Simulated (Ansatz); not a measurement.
System: C$_{3}$H$_{12}$OSi$_{2}$, charge 0, multiplicity 1. SMILES: C[SiH](C)OC[SiH3]
Structure (B3LYP-D3(BJ)/def2-TZVP (Ansatz, a quantum-chemistry and plane-wave program) minimum search):
```
O
C 1 1.4276
H 2 1.0970 1 110.78
H 2 1.0979 3 106.74 1 120.82
Si 1 1.6575 2 123.00 3 67.67
H 5 1.4900 1 108.34 2 55.84
C 5 1.8620 6 110.82 1 -116.24
H 7 1.0912 5 110.95 6 59.37
H 7 1.0920 8 108.08 5 -121.62
H 7 1.0924 8 108.11 9 -116.73
C 5 1.8707 6 108.38 1 120.47
H 11 1.0921 5 111.61 6 -58.54
H 11 1.0924 12 108.07 5 122.38
H 11 1.0929 12 107.46 13 116.29
Si 2 1.8912 3 110.12 4 119.45
H 15 1.4805 2 109.90 3 -178.07
H 15 1.4806 16 109.44 2 120.76
H 15 1.4848 16 109.26 17 119.53
```
Charge 0, spin multiplicity 1.

Quantity: atomisation energy (electronic, to ground-state atoms), in kcal/mol. Cores are frozen in the correlated levels unless marked. Open shells are spin-unrestricted. Spin-orbit coupling is left out. No relativistic terms. The coupled-cluster limit lacks core correlation, which all-electron functionals hold. CBS marks a two-point X^-3 extrapolation of the correlation energy; Hartree-Fock from the larger set.

```tsv
level	program	atomisation energy (kcal/mol)
BLYP/def2-TZVPD	Ansatz	1528.6
B97M-V/def2-TZVPD	Ansatz	1561.8
PBE0/STO-3G	Ansatz	1913.4
PBE0/def2-SVP	Ansatz	1548.8
r2SCANh-D4/def2-TZVPD	Ansatz + dftd4	1555.5
LC-wPBE/def2-TZVPD	Ansatz	1550.6
B2GP-PLYP-D4/def2-TZVPD	Ansatz + dftd4	1539.9
```

### Question
Estimate the value at CCSD(T)/CBS(cc-pV(T+d)Z,cc-pV(Q+d)Z) as computed with Ansatz.

### Answer
1563.7 kcal/mol, so B2GP-PLYP-D4/def2-TZVPD differs from it by -23.8 kcal/mol.
